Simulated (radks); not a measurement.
Q: Species: the holmium ion Ho3+. Configuration: [Kr] 4d10 4f10 5s2 5p5 6s1 (not the ground configuration). Calculated with a radial shooting solver on a logarithmic mesh with Libxc functionals: Dirac Kohn-Sham, PBEsol, spin-unpolarised, spherical densities, finite nucleus; open shells are shared between the two j in proportion to 2j + 1; Fermi nuclear charge, rms radius 5.2022 fm. Some entries of the table are withheld. Estimate them.

orbital     occ.  eigenvalue (Ry)  r(max) (bohr)  <r> (bohr)
1s1/2          2        -4074.804        0.01312     0.02075
2s1/2          2        -683.6557        0.07482         (1)
2p1/2          2        -650.9672        0.05625         (2)
2p3/2          4        -588.0252        0.06238         (3)
3s1/2          2        -154.9338         0.2116      0.2295
3p1/2          2        -140.6068         0.1990      0.2192
3p3/2          4        -127.4631         0.2118      0.2327
3d3/2          4        -102.8470         0.1675      0.2054
3d5/2          6        -99.97428         0.1710      0.2096
4s1/2          2        -32.89685         0.4841      0.5185
4p1/2          2              (4)         0.4867      0.5281
4p3/2          4              (5)         0.5141      0.5590
4d3/2          4        -14.85881         0.5177      0.5886
4d5/2          6        -14.32016         0.5265      0.5995
5s1/2          2         -6.28353          1.121       1.240
5p1/2    1.66667              (6)          1.212       1.370
5p3/2    3.33333              (7)          1.288       1.457
4f5/2    4.28571         -3.06022         0.5167      0.7682
4f7/2    5.71429         -2.98221         0.5217      0.7793
5d3/2          0         -2.11765          1.649       1.978
5d5/2          0         -2.07468          1.681       2.015
6s1/2          1         -1.88058          2.695       2.912
6p1/2          0         -1.48549          3.083         (8)
6p3/2          0         -1.41071          3.241         (9)

A: 
(1) 2s1/2 <r> (bohr): 0.08756
(2) 2p1/2 <r> (bohr): 0.07292
(3) 2p3/2 <r> (bohr): 0.08008
(4) 4p1/2 eigenvalue (Ry): -27.20455
(5) 4p3/2 eigenvalue (Ry): -24.24456
(6) 5p1/2 eigenvalue (Ry): -4.66873
(7) 5p3/2 eigenvalue (Ry): -4.24382
(8) 6p1/2 <r> (bohr): 3.334
(9) 6p3/2 <r> (bohr): 3.489
